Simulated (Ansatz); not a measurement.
Ansatz results at the PBE0-D4/def2-TZVP geometry: HOMO energy (ωB97M-V/def2-TZVPP) -9.72 eV; LUMO energy (PBE0/def2-TZVPP) 0.52 eV; HOMO energy (PBE0/def2-TZVPP) -7.45 eV.

(1) Which molecule gave them?
A. `C=C1CB1C`
B. `COB(F)[CH2][AlH2]`
C. `[SiH3][Al]1[CH2]C[O]1`
D. `CC1=C(C)B1`

Answers

(1) D. The others give `[SiH3][Al]1[CH2]C[O]1`: -9.25, -1.34, -7.20; `COB(F)[CH2][AlH2]`: -10.42, -1.59, -8.21; `C=C1CB1C`: -9.49, -1.75, -7.22.
